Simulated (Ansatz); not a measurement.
Spectroscopic constants of GeO+, multiplicity 2 (lowest of 2S+1 = 2, 4 at CCSD(T)/def2-TZVPP on PBE0 minima; our sources give no spin for the ground state, which may be another). No spin–orbit coupling. Ge is treated without relativity.

The constants come from a fifth-degree fit in 1/R (seven points, main isotopes). In def2 and cc sets the state is the lowest found near the PBE0 minimum, followed along R.

Correlated levels freeze the inner cores; with def2 sets outer-core shells near the valence are correlated too. CBS(a, b) extrapolates the correlation energy as X⁻³ and adds the Hartree–Fock energy of set b.

The values were computed with Ansatz (Gaussian orbitals). Each number belongs to the level named beside it.

```tsv
level	r_e (Å)	ω_e (cm⁻¹)	ω_e x_e (cm⁻¹)
PBE/def2-TZVPP	1.801	704	3.3
B97M-V/def2-TZVPP	1.775	[?]	3.5
B3LYP/def2-TZVPP	1.784	734	3.3
BHLYP/def2-TZVPP	1.758	783	3.3
B2PLYP/def2-TZVPP	1.778	742	3.3
CCSD/def2-TZVPP	1.764	771	3.3
CCSD(T)/def2-TZVPP	1.773	750	3.4
CCSD(T)/CBS(def2-TZVPP, def2-QZVPP)	[?]	[?]	3.4
```

**Question.** Complete the blanks.

**Answer.** 
- CCSD(T)/CBS(def2-TZVPP, def2-QZVPP), r_e (Å): 1.762
- CCSD(T)/CBS(def2-TZVPP, def2-QZVPP), ω_e (cm⁻¹): 757
- B97M-V/def2-TZVPP, ω_e (cm⁻¹): 743

Ansatz is an electronic-structure program.
